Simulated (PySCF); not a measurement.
CH3AlF2, SMILES [CH3][Al]([F])[F]. Atoms are numbered in the order given.

```xyz
7

Al     0.0495     0.0436     0.0000
C     -1.4748    -1.1416    -0.0463
H     -1.2507    -2.0349    -0.6529
H     -2.3665    -0.6526    -0.4672
H     -1.7199    -1.4964     0.9687
F     -0.0129     1.6070    -0.5575
F      1.5176    -0.4441     0.6052
```

The structure is a stationary point at B3LYP-D3(BJ)/def2-SVP. The isomer is the one that the SMILES or the coordinates give; other isomers of the formula were not compared.

All values below come from PBE/pcSseg-1 (PySCF).

GIAO shieldings, no solvent; atoms listed in one row are averaged. δ = σ(ref) − σ: ¹³C against TMS (σ = 182.0 ppm); ¹H against TMS (σ = 31.49 ppm); ¹⁹F against CFCl3 (σ = 133.6 ppm), references at their B3LYP-D3(BJ)/def2-TZVP geometries, non-relativistic.

Computed chemical shifts:
```json
[
 {"nucleus": "¹³C", "atoms": "C2", "count": "1", "δ (ppm)": "-17.8"},
 {"nucleus": "¹H", "atoms": "H3, H4, H5", "count": "3", "δ (ppm)": "0.09"},
 {"nucleus": "¹⁹F", "atoms": "F6", "count": "1", "δ (ppm)": "-172.3"},
 {"nucleus": "¹⁹F", "atoms": "F7", "count": "1", "δ (ppm)": "-174.4"}
]
```
